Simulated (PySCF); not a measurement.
PySCF job for GeFCl₂Br, SMILES [F][Ge]([Cl])([Cl])[Br], PBE0-D3(BJ)/def2-SVP. Geometry optimised at PBE0-D3(BJ)/def2-SVP.

```python
import numpy as np
from pyscf import gto, scf, dft, df
from pyscf.hessian import thermo

mol = gto.M(
    atom='''
    F    -0.65177534    1.92729985    0.00000001
    Ge   -0.40205782    0.22625135    0.00000000
    Cl   -1.32759770   -0.55122222    1.74131037
    Cl   -1.32759769   -0.55122221   -1.74131038
    Br    1.82486143   -0.16697676    0.00000000
    ''',
    basis='def2-SVP',
    charge=0,
    spin=0,
    max_memory=1600,
    verbose=3,
)
mf = dft.RKS(mol, xc='pbe0').density_fit(auxbasis='def2-universal-jkfit')
mf.disp = 'd3bj'
mf.grids.level = 3
mf.conv_tol = 1e-11
mf.max_cycle = 100
mf.kernel()

# [left out here: the lines that compute and print the analytic Hessian (its translational invariance restored by hand, since the grid's response is missing), thermochemistry and intensities]
```

It prints:

```
converged SCF energy = -5669.68038781582

WARN: DFTD3 does not support analytical Hessian, using finite difference


WARN: Mole.unit (angstrom) is changed to Bohr

Mode                                 0                   1                   2
Irrep
Freq [cm^-1]                      110.7609            122.4377            157.7215
Reduced mass [au]                  40.7134             34.2445             40.9295
Force const [Dyne/A]                0.2943              0.3025              0.5999
Char temp [K]                     159.3603            176.1606            226.9261
Normal mode                   x     y     z       x     y     z       x     y     z
       0   F                 0.00  0.00 -0.06    0.09 -0.01  0.00   -0.01  0.07  0.00
       1  Ge                 0.00 -0.00 -0.04    0.02 -0.02  0.00    0.01  0.07  0.00
       2  Cl                 0.09 -0.03 -0.01   -0.08 -0.01 -0.05    0.01 -0.06 -0.06
       3  Cl                -0.09  0.03 -0.01   -0.08 -0.01  0.05    0.01 -0.06  0.06
       4  Br                 0.00  0.00  0.06    0.03  0.03 -0.00   -0.01 -0.02 -0.00
Mode                                 3                   4                   5
Irrep
Freq [cm^-1]                      196.8912            208.9363            324.4471
Reduced mass [au]                  25.7740             24.4962             57.3906
Force const [Dyne/A]                0.5887              0.6301              3.5594
Char temp [K]                     283.2826            300.6128            466.8071
Normal mode                   x     y     z       x     y     z       x     y     z
       0   F                -0.18 -0.02  0.00    0.00 -0.00  0.18    0.02  0.04 -0.00
       1  Ge                 0.03  0.01  0.00    0.00 -0.00 -0.04   -0.07  0.02 -0.00
       2  Cl                -0.03  0.02 -0.02    0.02  0.05 -0.02   -0.01 -0.02  0.04
       3  Cl                -0.03  0.02  0.02   -0.02 -0.05 -0.02   -0.01 -0.02 -0.04
       4  Br                 0.05 -0.02 -0.00    0.00  0.00  0.01    0.07 -0.01  0.00
Mode                                 6                   7                   8
Irrep
Freq [cm^-1]                      444.0461            475.5810            747.2789
Reduced mass [au]                  42.7261             44.9174             22.5492
Force const [Dyne/A]                4.9636              5.9857              7.4190
Char temp [K]                     638.8835            684.2551           1075.1679
Normal mode                   x     y     z       x     y     z       x     y     z
       0   F                 0.01 -0.02  0.00   -0.00 -0.00 -0.01   -0.03  0.20  0.00
       1  Ge                -0.06 -0.03  0.00    0.00  0.00  0.08    0.01 -0.05  0.00
       2  Cl                 0.04  0.03 -0.08    0.04  0.03 -0.08    0.00  0.00 -0.00
       3  Cl                 0.04  0.03  0.08   -0.04 -0.03 -0.08    0.00  0.00  0.00
       4  Br                 0.02 -0.00 -0.00   -0.00  0.00 -0.00   -0.00  0.00 -0.00
temperature 298.1500 [K]
pressure 101325.00 [Pa]
Rotational constants [GHz] 1.61459 0.99386 0.80802
Symmetry number 1
Zero-point energy (ZPE) 0.00635 [Eh]   16676.545 [J/mol]
                           tot       elec      trans        rot        vib
Entropy [J/mol/K]       370.034      0.000    177.224    125.082     67.728
Cv [J/mol/K]             85.538      0.000     12.472     12.472     60.595
Cp [J/mol/K]             93.853      0.000     20.786     12.472     60.595
Internal energy [J/mol]                      3718.434   3718.434  27563.221
Internal energy [Eh]   -5669.66706  -5669.68039
Enthalpy [J/mol]                             6197.391   3718.434  27563.221
Enthalpy [Eh]          -5669.66611
Gibbs free energy [J/mol]                  -46642.069 -33574.852   7370.206
Gibbs free energy [Eh] -5669.70813
mode   freq/cm-1   IR/(km/mol)
   1      110.76         0.530
   2      122.44         0.445
   3      157.72         4.636
   4      196.89        15.572
   5      208.94        17.542
   6      324.45        33.588
   7      444.05        70.248
   8      475.58        91.098
   9      747.28        72.157
max |gradient| / (hartree/bohr): 5.195588752855578e-05
APT charges: [-0.6403  2.0313 -0.4914 -0.4914 -0.4081]
```

The run converged.
